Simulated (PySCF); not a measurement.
# How methods differ on the excitation energy of Tl

Tl [Xe] 4f14 5d10 6s2 6p1 (2P) → Tl [Xe] 4f14 5d10 6s1 6p2 (4P), as a difference of total energies. Computed with PySCF 2.14 in aug-cc-pVQZ-PP with ECP60MDF, with scalar relativity through the core potential. Correlated levels: valence: 5s2 5p6 5d10 frozen. The calculations carry no spin-orbit coupling.

```tsv
method	excitation energy (cm⁻¹)
UHF	34689
MP2 (valence)	39346
SCS-MP2 (valence)	41160
CCSD (valence)	40497
CCSD(T) (valence)	40605
```

Spin-orbit coupling is strong in these open shells (close to jj coupling). The scalar numbers leave it out and a first-order estimate fails, so it can dominate the gap to the real levels.
